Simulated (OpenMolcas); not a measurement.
C+: effect of the active space

| Quantity | Value |
| --- | --- |
| Program | OpenMolcas |
| Method | SS-CASPT2 or its RAS form, IPEA 0.25 Eh, imaginary shift 0.1 Eh |
| Basis | ANO-R2 |
| Scalar Hamiltonian | X2C, finite nucleus |
| Spin-orbit coupling | RASSI with atomic mean-field integrals over the reference wave functions, term energies averaged over their components |

A. 3 electrons in 4 orbitals (2s 2p); 2S+1 = 4 odd, 1 root; 2S+1 = 2 odd, 11 roots; 2S+1 = 4 even, 3 roots; 2S+1 = 2 even, 9 roots; closed shells correlated: 1s; CASPT2 step of the order of 2.7 core-seconds
B. 3 electrons in 8 orbitals (2s 2p 3s 3p); 2S+1 = 4 odd, 1 root; 2S+1 = 2 odd, 11 roots; 2S+1 = 4 even, 3 roots; 2S+1 = 2 even, 9 roots; closed shells correlated: 1s; CASPT2 step roughly 7 core-seconds
C. 3 electrons in 9 orbitals (RAS2 2s 2p; RAS3 3d, at most 2 electrons); 2S+1 = 4 odd, 1 root; 2S+1 = 2 odd, 11 roots; 2S+1 = 4 even, 3 roots; 2S+1 = 2 even, 9 roots; closed shells correlated: 1s; CASPT2 step roughly 13 core-seconds

Energies in cm-1 above 2s2 2p 2P* 1/2, the measured ground level; measured values from NIST Handbook of Basic Atomic Spectroscopic Data.

```
         Level       A       B       C  Measured
2s2 2p 2P* 1/2     0.0     0.0     0.0       0.0
2s2 2p 2P* 3/2    56.6    57.8    55.7      63.4
 2s 2p2 4P 1/2   41520   41930   42400     43003
 2s 2p2 4P 3/2   41540   41950   42420     43025
 2s 2p2 4P 5/2   41570   41990   42450     43054
 2s 2p2 2D 3/2   75230   75050   75210     74933
 2s 2p2 2D 5/2   75230   75060   75210     74930
 2s 2p2 2S 1/2   97510   97190   97820     96494
 2s 2p2 2P 1/2  113090  111930  111650    110624
 2s 2p2 2P 3/2  113130  111970  111690    110666
```

Deviations, from unrounded energies. A percentage is the sum of absolute deviations over the sum of measured energies, with the sign that they share, or ± where signs differ.

```csv
Against measurement,Levels,A,B,C
mean absolute deviation (cm-1),9,1200,750,640
fine structure of the ground term (%),1,-10.7,-8.8,-12.2
other configurations (%),8,±1.8,±1.1,±1.0
```

C lies closest to measurement on these levels and A furthest from it. The largest miss of C in the table is 2s 2p2 2S 1/2, by +1300 cm-1. The ranking rests on the paired levels alone, and a cruder setting can come out closer through cancelling errors.

Among A to C the level of the table that moves most is 2s 2p2 2P 3/2, by 1400 cm-1 (lowest in C, highest in A). Moves below CASPT2's spread within the term are not significant.

The run also gave levels led by 2s2 3p, which use shells meant for correlation; these and all levels above them are left out (holds for B). Active for correlation alone: 3d; no level in the range computed is led by a configuration that fills it, so any true level of that kind is missing (holds for C). Measured partners are found by configuration, term and J. A level has none where our copy of the source lacks it or the pairing is in doubt (some pairs that miss far off the trend of their configuration count as doubtful), and it then counts in no deviation. Levels of configurations outside the active space are missing. Levels that lie high or do not pair safely by name in every column are left out.

* marks odd parity.
